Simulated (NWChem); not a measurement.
Molecule: BH3Se; SMILES [SeH]B

```xyz
5

B     -0.0057     1.5677     0.0000
H     -1.0929     2.1038     0.0000
H      1.0374     2.1813     0.0000
Se    -0.0396    -0.3399     0.0000
H      1.4306    -0.5657     0.0000
```
Atoms are numbered in this order, from 1.

Computed with NWChem. Pople sets run with spherical d functions. The geometry was optimised at PBE-D3(BJ)/def2-SVP.

**Question.** Taking PBE0/6-311G** as the yardstick, which of these has the fewest basis functions while keeping “highest occupied level (eV)” within 0.2 eV of it: PBE0/3-21G; PBE0/6-31G*; PBE0/STO-3G?

**Answer.** PBE0/3-21G.
```
level          basis functions  highest occupied level (eV)
-------------  ---------------  ---------------------------
PBE0/STO-3G                 26                        -5.76
PBE0/3-21G                  37                        -7.88
PBE0/6-31G*                 52                        -7.81
PBE0/6-311G**               80                        -7.89
```

The yardstick is one finite set, not the basis-set limit.
